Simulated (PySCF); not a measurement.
# Exercise with solution: entropy of an ideal gas

H₆P₂Si, SMILES P[SiH2]P.

Geometry optimised at PBE0-D3(BJ)/def2-SVP. One conformer was computed; it need not be the lowest.

PySCF with PBE0-D3(BJ)/def2-SVP gives the harmonic wavenumbers 124, 138, 164, 357, 402, 490, 561, 573, 685, 772, 823, 832, 899, 1084, 1088, 2223, 2232, 2399, 2401, 2414, 2416 cm⁻¹ and the rotational temperatures 0.5369, 0.0961, 0.0858 K. The molar mass is 96.08 g/mol, the symmetry number 2, the spin multiplicity 1.

Work out the entropy at 298.15 K and 1 atm in the rigid-rotor, harmonic-oscillator model.


Translation (Sackur–Tetrode at 1 atm): S = R[1.5 ln M + 2.5 ln T − 1.16487] = 165.7 J/(mol K).
Rotation: q = (√π/σ) T^1.5/√(θA θB θC) = 68600, S = R[ln q + 3/2] = 105.1 J/(mol K).
Vibration: with u = 1.4388 ν/T, each mode gives R[u/(e^u − 1) − ln(1 − e^−u)]:
```json
[
 {"ν (cm⁻¹)": "124", "modes": "1", "u": "0.60", "S (J/(mol K))": "12.71"},
 {"ν (cm⁻¹)": "138", "modes": "1", "u": "0.67", "S (J/(mol K))": "11.85"},
 {"ν (cm⁻¹)": "164", "modes": "1", "u": "0.79", "S (J/(mol K))": "10.47"},
 {"ν (cm⁻¹)": "357", "modes": "1", "u": "1.72", "S (J/(mol K))": "4.75"},
 {"ν (cm⁻¹)": "402", "modes": "1", "u": "1.94", "S (J/(mol K))": "4.00"},
 {"ν (cm⁻¹)": "490", "modes": "1", "u": "2.36", "S (J/(mol K))": "2.86"},
 {"ν (cm⁻¹)": "561", "modes": "1", "u": "2.71", "S (J/(mol K))": "2.18"},
 {"ν (cm⁻¹)": "573", "modes": "1", "u": "2.77", "S (J/(mol K))": "2.09"},
 {"ν (cm⁻¹)": "685", "modes": "1", "u": "3.31", "S (J/(mol K))": "1.36"},
 {"ν (cm⁻¹)": "772", "modes": "1", "u": "3.73", "S (J/(mol K))": "0.97"},
 {"ν (cm⁻¹)": "823", "modes": "1", "u": "3.97", "S (J/(mol K))": "0.79"},
 {"ν (cm⁻¹)": "832", "modes": "1", "u": "4.01", "S (J/(mol K))": "0.76"},
 {"ν (cm⁻¹)": "899", "modes": "1", "u": "4.34", "S (J/(mol K))": "0.59"},
 {"ν (cm⁻¹)": "1084", "modes": "1", "u": "5.23", "S (J/(mol K))": "0.28"},
 {"ν (cm⁻¹)": "1088", "modes": "1", "u": "5.25", "S (J/(mol K))": "0.27"}
]
```
The stiffer modes add less than 0.005 each. Sum 55.9 J/(mol K).
Spin: R ln 1 = 0.0 J/(mol K).
Total 326.7 J/(mol K); the program's own thermochemistry gives 326.7. Translation makes up 51 % and vibration 17 %. Anharmonicity, hindered rotation and orbital degeneracy are left out.
